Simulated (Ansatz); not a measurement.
Program: Ansatz 0.2.0.

A structure relaxed at PBE0-D4/def2-TZVP, charge 0, multiplicity 1:

```
atom   x (Å)   y (Å)   z (Å)
  O1   1.536   2.092  -0.849
 Sn2  -0.086   1.023  -1.158
  N3  -0.603   0.126   0.573
 Si4  -0.349  -1.507   1.036
  H5   2.262   1.581  -0.483
  H6  -1.230   2.203  -1.581
  H7   0.228  -0.224  -2.274
  H8  -0.975   0.753   1.272
  H9  -1.610  -2.195   1.432
 H10   0.600  -1.650   2.178
 H11   0.228  -2.202  -0.147
```

Question: Give its formula and SMILES.

Answer: H7NOSiSn, `[OH][SnH2][NH][SiH3]`.

Question: Summarise the bond lengths by kind.

Answer: 1 × O–Sn 1.967 Å; 1 × H–O 0.960 Å; 1 × N–Sn 2.016 Å; 2 × H–Sn 1.698 to 1.702 Å; 1 × N–Si 1.717 Å; 1 × H–N 1.010 Å; 3 × H–Si 1.488 to 1.491 Å.
